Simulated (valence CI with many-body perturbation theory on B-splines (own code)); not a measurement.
Level structure of Pr²⁷⁺

Level of theory: relativistic CI+MBPT: four valence electrons over a frozen Dirac-Fock core [Ar] 3d10, radial functions for each j: 9 s, 9 p, 8 d, 6 f, 3 g, 1 h, with the one-electron correlation potential Σ1, the two-electron term Σ2, the three-electron term Σ3, Breit, model QED; selected CI, second order for the rest, scaled by the run's own slope (own B-spline code, finite nucleus).

No measured spectrum was set against this ion. As an estimate, large intervals hold to a few tenths of a per cent, small ones and those within an open d or f shell to about a per cent.

Levels 1 to 32 of 32, with energies above the lowest level, (4s^2 4p1/2^2) J=0. "Leading %" is the weight of the configuration and term that name the level; weights of strongly mixed levels are sums over their largest components and can fall short, so below about 35 % the name and the second component can differ from the true leading terms, or belong to a minority configuration. In the jj column 3d3/2^4 stands for four electrons in 3d with j = 3/2. Lifetimes count E1, E2, E3, M1 and M2 decay at the calculated energies, and are blank where another channel may lead or the interval is too uncertain; long ones can be off by a factor of two.

| No. | Configuration | Term | J | E (cm⁻¹) | Leading % | g | Lifetime | Leading jj |
| --- | --- | --- | --- | --- | --- | --- | --- | --- |
| 1 | 4s²4p² | ³P | 0 | 0 | 74 |  |  | 4s^2 4p1/2^2 (98 %) |
| 2 | 4s²4p² | ³P | 1 | 198410 | 99 | 1.499 | 9.53 μs | 4s^2 4p1/2 4p3/2 (99 %) |
| 3 | 4s²4p² | ¹D | 2 | 222100 | 58 | 1.204 | 879 μs | 4s^2 4p1/2 4p3/2 (98 %) |
| 4 | 4s²4p² | ³P | 2 | 438450 | 58 | 1.292 | 4.74 μs | 4s^2 4p3/2^2 (98 %) |
| 5 | 4s²4p² | ¹S | 0 | 492540 | 74 |  | 2.87 μs | 4s^2 4p3/2^2 (97 %) |
| 6 | 4s4p³ | ⁵S° | 2 | 681800 | 49 | 1.692 | 146 ps | 4s 4p1/2^2 4p3/2 (89 %) |
| 7 | 4s4p³ | ³D° | 1 | 765130 | 49 | 0.944 | 15.0 ps | 4s 4p1/2^2 4p3/2 (86 %) |
| 8 | 4s4p³ | ³D° | 2 | 867780 | 51 | 1.483 | 81.7 ps | 4s 4p1/2 4p3/2^2 (88 %) |
| 9 | 4s4p³ | ³D° | 3 | 912600 | 93 | 1.330 | 80.8 ps | 4s 4p1/2 4p3/2^2 (93 %) |
| 10 | 4s4p³ | ³P° | 0 | 961210 | 96 |  | 19.5 ps | 4s 4p1/2 4p3/2^2 (96 %) |
| 11 | 4s4p³ | ¹D° | 2 | 974020 | 40 | 1.038 | 24.8 ps | 4s 4p1/2 4p3/2^2 (57 %) |
| 12 | 4s4p³ | ³P° | 1 | 982990 | 48 | 1.273 | 10.4 ps | 4s 4p1/2 4p3/2^2 (86 %) |
| 13 | 4s4p³ | ³S° | 1 | 1026300 | 40 | 1.460 | 4.18 ps | 4s 4p1/2 4p3/2^2 (85 %) |
| 14 | 4s²4p4d | ³F° | 2 | 1051200 | 66 | 0.830 | 12.3 ps | 4s^2 4p1/2 4d3/2 (64 %) |
| 15 | 4s²4p4d | ³F° | 3 | 1120800 | 74 | 1.107 | 11.8 ps | 4s^2 4p1/2 4d5/2 (85 %) |
| 16 | 4s²4p4d | ³D° | 1 | 1132800 | 47 | 0.838 | 2.07 ps | 4s^2 4p1/2 4d3/2 (89 %) |
| 17 | 4s²4p4d | ³P° | 2 | 1137000 | 32 | 1.284 | 4.34 ps | 4s^2 4p1/2 4d5/2 (82 %) |
| 18 | 4s4p³ | ³P° | 2 | 1165200 | 32 | 1.336 | 12.2 ps | 4s 4p3/2^3 (68 %) |
| 19 | 4s4p³ | ¹P° | 1 | 1249600 | 38 | 1.260 | 3.69 ps | 4s 4p3/2^3 (67 %) |
| 20 | 4s²4p4d | ³F° | 4 | 1296800 | 98 | 1.248 | 10.6 μs | 4s^2 4p3/2 4d5/2 (98 %) |
| 21 | 4s²4p4d | ³D° | 2 | 1306600 | 42 | 1.027 | 2.45 ps | 4s^2 4p3/2 4d3/2 (80 %) |
| 22 | 4s²4p4d | ³P° | 0 | 1318900 | 95 |  | 2.88 ps | 4s^2 4p3/2 4d3/2 (95 %) |
| 23 | 4s²4p4d | ³D° | 3 | 1324900 | 50 | 1.196 | 2.44 ps | 4s^2 4p3/2 4d3/2 (70 %) |
| 24 | 4s²4p4d | ³P° | 1 | 1339600 | 61 | 1.246 | 2.66 ps | 4s^2 4p3/2 4d3/2 (68 %) |
| 25 | 4s²4p4d | ³P° | 2 | 1367700 | 43 | 1.295 | 3.30 ps | 4s^2 4p3/2 4d5/2 (73 %) |
| 26 | 4s²4p4d | ¹F° | 3 | 1413300 | 65 | 1.109 | 2.41 ps | 4s^2 4p3/2 4d5/2 (77 %) |
| 27 | 4s²4p4d | ¹P° | 1 | 1437700 | 71 | 0.965 | 3.11 ps | 4s^2 4p3/2 4d5/2 (82 %) |
| 28 | 4p⁴ | ³P | 2 | 1473700 | 49 | 1.330 | 15.9 ps | 4p1/2^2 4p3/2^2 (70 %) |
| 29 | 4s4p²4d | ⁵F | 1 | 1506000 | 60 | 0.322 | 64.1 ps | 4s 4p1/2^2 4d3/2 (87 %) |
| 30 | 4s4p²4d | ⁵F | 2 | 1530600 | 42 | 1.180 | 19.2 ps | 4s 4p1/2^2 4d3/2 (54 %) |
| 31 | 4p⁴ | ¹S | 0 | 1545500 | 47 |  | 8.15 ps | 4p1/2^2 4p3/2^2 (84 %) |
| 32 | 4s4p²4d | ⁵D | 3 | 1577600 | 31 | 1.376 | 15.9 ps | 4s 4p1/2^2 4d5/2 (79 %) |

The ionisation energy to 4s²4p ²P°1/2 of the next ion comes out as 987.09 eV (NIST: 985 ± 4 eV (theoretical)). All 32 levels together are meant to be complete up to 1607300 cm⁻¹.
